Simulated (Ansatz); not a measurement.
Diatomic CuSn, multiplicity 2 (lowest of 2S+1 = 2, 4 at PBE0/def2-TZVPP; our sources give no spin for the ground state, which may be another). No spin–orbit coupling. Cu is treated without relativity.

Constants: fifth-degree fit in 1/R to seven points, most abundant isotopes. Runs in def2 and cc sets follow the lowest solution found near the PBE0 minimum.

Programs: Ansatz (Gaussian orbitals). Each number belongs to the level named beside it. In def2 rows elements past Kr take small-core potentials, without spin–orbit coupling.

Energies at PBE0/def2-TZVPP:

```tsv
R (Å)	E (hartree)
2.318949	-1854.56591194
2.381287	-1854.56872385
2.438637	-1854.57005897
2.503468	-1854.57042680
2.568299	-1854.56984622
2.643104	-1854.56827739
2.730376	-1854.56555631
```

Problem. With a reduced mass of 41.2696 u, find the minimum, the force constant and the constants.

Solution. A fifth-degree polynomial in 1/R puts the minimum at r_e = 2.4936 Å with force constant 102 N/m. Then ω_e = (1/2πc)√(k/μ) = 205 cm⁻¹ and B_e = h/(8π²cμr_e²) = 0.06569 cm⁻¹; the cubic and quartic terms give α_e = 0.00029 and ω_e x_e = 0.60 cm⁻¹.

Ansatz is a quantum-chemistry and plane-wave program.
